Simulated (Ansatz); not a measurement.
```xyz
7

C     0.593    0.379   -0.270
B    -0.684   -0.232    0.349
I    -1.104   -2.312    0.255
H     1.276   -0.327   -0.741
H     0.296    1.136   -1.008
H     1.133    0.940    0.504
H    -1.511    0.416    0.912
```

Charge 0, multiplicity 1. I takes the def2 core potential.

Question: List the r2SCAN/def2-TZVPP orbital energies in eV (the Gaussian-basis code of Ansatz). (Estimate.)

Answer: Ansatz gave: Occupied: -272.83, -184.47, -181.67, -130.51, -130.40, -130.30, -50.32, -50.28, -50.20, -50.10, -50.09, -18.91, -17.97, -12.32, -10.84, -10.55, -9.19, -8.23, -7.21, -6.50. Lowest empty: -2.22, 0.24, 1.14, 2.29, 2.66, 2.72, 3.78, 4.15.
